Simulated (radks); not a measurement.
Results of a calculation; reference values are marked as such.
Spin polarisation of the 5p3 shell in the iodine ion I2+. Start: [Kr] 4d10 5s2 5p(up 1.5, down 1.5); electrons of 5p are moved from spin down to spin up, other shells keep equal spins. Level of theory: scalar-relativistic Kohn-Sham, PBE, spin-polarised, spherical densities, finite nucleus; Fermi nuclear charge, rms radius of each element as measured or else 0.836 A^(1/3) + 0.57 fm (a radial shooting solver on a logarithmic mesh with Libxc functionals).

moment (Bohr magnetons)  E - E(0) (eV)  e(5p up) (eV)  e(5p down) (eV)  5s down minus up (eV)  4d down minus up (eV)  4p down minus up (eV)
0                                0.000        -24.481          -24.481                 0.000                  0.000                  0.000
0.75                            -0.120        -24.784          -24.141                  0.613                  0.101                  0.062
1.5                             -0.483        -25.052          -23.760                  1.233                  0.203                  0.125
2.25                            -1.090        -25.286          -23.339                  1.860                  0.308                  0.189
3                               -1.942        -25.488          -22.886                  2.487                  0.418                  0.255

At moment 3 the spin-polarisation energy is -1.942 eV and the 5p exchange splitting 2.602 eV, that is 0.867 eV per Bohr magneton; E = -I m^2/4 would give I = 0.863 eV.
